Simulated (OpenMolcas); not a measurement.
# Cl⁺: from CASSCF to CASPT2

```json
{
  "Program": "OpenMolcas",
  "Basis": "ANO-RCC-VDZP [4s3p1d]",
  "Scalar Hamiltonian": "DKH2, point nucleus",
  "Active space": "6 electrons in 4 orbitals (3s 3p)",
  "State averaging": "2S+1 = 3 even, 3 roots; 2S+1 = 1 even, 6 roots; 2S+1 = 3 odd, 3 roots; 2S+1 = 1 odd, 3 roots",
  "Spin-orbit coupling": "state interaction with AMFI integrals over the reference wave functions, term energies averaged over their components"
}
```

Methods on the same reference wave functions:
A. CASSCF
B. SS-CASPT2, IPEA 0.25 Eh, imaginary shift 0.1 Eh (closed shells correlated: 2s 2p)

Energies in eV above 3s2 3p4 3P2, the measured ground level; measured values from NIST Handbook of Basic Atomic Spectroscopic Data.

| Level | A | B | Measured |
| --- | --- | --- | --- |
| 3s2 3p4 3P2 | 0.0000 | 0.0000 | 0.0000 |
| 3s2 3p4 3P1 | 0.0819 | 0.0821 | 0.0863 |
| 3s2 3p4 3P0 | 0.1180 | 0.1185 | 0.1235 |
| 3s2 3p4 1D2 | 1.7843 | 1.626 | 1.4449 |
| 3s2 3p4 1S0 | 3.2946 | 3.514 | 3.4564 |
| 3s 3p5 3P* 2 | 14.4877 | 12.818 | 11.5761 |
| 3s 3p5 3P* 1 | 14.5668 | 12.897 | 11.6545 |
| 3s 3p5 3P* 0 | 14.6071 | 12.937 | 11.6959 |
| 3s 3p5 1P* 1 | 21.2853 | 18.505 |  |

Deviations, from unrounded energies. A percentage is the sum of absolute deviations over the sum of measured energies, with the sign that they share, or ± where signs differ.

```tsv
Against measurement	Levels	A	B
mean absolute deviation (cm-1)	7	11000	4600
fine structure of the ground term (%)	2	-4.7	-4.4
other terms of the ground configuration (%)	2	±10.2	+4.9
other configurations (%)	3	+25.0	+10.7
```

B lies closest to measurement on these levels. The largest miss of B in the table is 3s 3p5 3P* 1, by +10000 cm-1. The ranking rests on the paired levels alone, and a cruder setting can come out closer through cancelling errors.

From A to B the spin-free energies of the other terms of 3s2 3p4 shown, above 3P, scale by factors of 0.91 to 1.07.

The lowest spin-free term lies below A's lowest term by 0.101 hartree in B.

Term energies are means over components that CASPT2 splits; among the terms shown or strongly mixed into the levels shown the widest spread is 130 cm-1 (3s2 3p4 1D, B). Over all roots computed the reference weight is 0.88 to 0.96 in B; the roots of lowest weight are the least certain, and an intruder state may touch them. Terms of s pⁿ other than that of highest spin mix with s² pⁿ⁻² d, which this space lacks; all of them can be thousands of cm-1 off, and some have no real level of that name. Without dynamic correlation excited terms often stand tens of per cent too high (terms of higher spin than the ground term too low), and those without a measured partner can miss by more than the paired ones (holds for A). Measured partners are found by configuration, term and J. A level has none where our copy of the source lacks it or the pairing is in doubt (some pairs that miss far off the trend of their configuration count as doubtful), and it then counts in no deviation. Levels of configurations outside the active space are missing.

* marks odd parity.
